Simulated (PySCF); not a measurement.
# Correlation energy of Ni (nickel, neutral)

[Ar] 3d9 4s1, high-spin 3D determinant (an excited configuration). Computed with PySCF 2.14 in def2-QZVPPD (11s6p5d4f2g, 100 functions), with the non-relativistic Hamiltonian (point nucleus). Frozen: [Ar]; 10 electrons correlated.

```tsv
level	correlation energy (mhartree)
CCSD	-376.21
(T)	-18.84
CCSD(T)	-395.05
```

Diagnostics: T1 = 0.026, D1 = 0.0752, largest double amplitude 0.019.

Q: Is a single reference adequate?

A: Yes: T1 lies below 0.03 and no double amplitude reaches 0.07.
